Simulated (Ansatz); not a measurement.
`[CH3][SnH2][CH2][SiH3]` + `O=C(O)[SeH]` → `O=C([SeH])O[SiH3]` + `[CH3][SnH2][CH3]`  (ligand exchange at the Si–C bond)

Computed with Ansatz on PBE0-D4/def2-TZVP structures; ΔE is electronic, products minus reactants. CCSD(T)/CBS adds triple-zeta CCSD(T) − MP2 to the extrapolated MP2 energy (def2 sets, frozen cores). DFT in def2-TZVPP. Elements past krypton have def2 core potentials. For Se, Sn outer-core shells are correlated without core-valence functions, which leaves a few kJ/mol of doubt a bond. Scalar relativity is left out up to krypton. Each species was taken in one conformer, which may not be the lowest.

CCSD(T)/CBS gives -73.8 kJ/mol.

Question: Another level gave -76.6 kJ/mol. Which?
A. CCSD/def2-TZVPP
B. PBE/def2-TZVPP
C. r2SCAN/def2-TZVPP
D. HF/def2-TZVPP

Answer: A. CCSD/def2-TZVPP -76.6, r2SCAN -72.5, PBE -64.5, HF/def2-TZVPP -91.4 kJ/mol.

Largest T1 diagnostic among the species: 0.014.

The D4 term adds +3.1 kJ/mol with B3LYP and +1.8 kJ/mol with PBE0; it sums over pairs of atoms, weighted by their polarisabilities, and B3LYP, whose exchange is more repulsive, gets the larger term. In def2-TZVPP, CCSD(T) changes the Hartree–Fock value by +16.8 kJ/mol (the triples alone add +2.0 kJ/mol) and MP2 by +16.6 kJ/mol.

B3LYP here is the variant with VWN-RPA as its local correlation; programs differ in this.
